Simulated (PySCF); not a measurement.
**Adding and removing an electron: HfCl**

r²SCANh; basis Hf def2-TZVPPD with ECP60, Cl def2-TZVPPD; scalar-relativistic core potentials; PySCF 2.14. Neutral (UKS): doublet (δ ↑), Re = 2.310 Å, ωe = 374 cm⁻¹, HOMO -4.86 eV, LUMO -2.58 eV.

HfCl⁺ (UKS): triplet (σ ↑, δ ↑), Re = 2.231 Å, ωe = 447 cm⁻¹. The energies at the minima are -508.15804 hartree for HfCl and -507.91263 for HfCl⁺.

**Question.** Work out the adiabatic ionisation energy, without and with harmonic zero-point energies (1 hartree = 27.2114 eV, 1 eV = 8065.5 cm⁻¹), and the change of the bond length.

**Answer.** At r²SCANh: 0.24541 hartree = 6.678 eV between the minima; the zero-point term (447.0 − 374.0)/2 cm⁻¹ = +0.005 eV makes it 6.682 eV. Re changes by -7.9 pm against the neutral. The electron leaves a σ orbital, and the shorter bond of the ion fits an antibonding orbital, or a change in how ionic the bond is.

⟨S²⟩ is raised (HfCl 0.95), so spin contamination touches these numbers. De is left out where the level can put another filling of the metal’s s and d shells below the measured ground configuration, by anything from nothing to about 1 eV. These are scalar-relativistic numbers at best; spin–orbit coupling would shift them, the dissociation energy most. With d or f electrons several states lie close, and the lowest PBE0 determinant need not be the measured ground state.
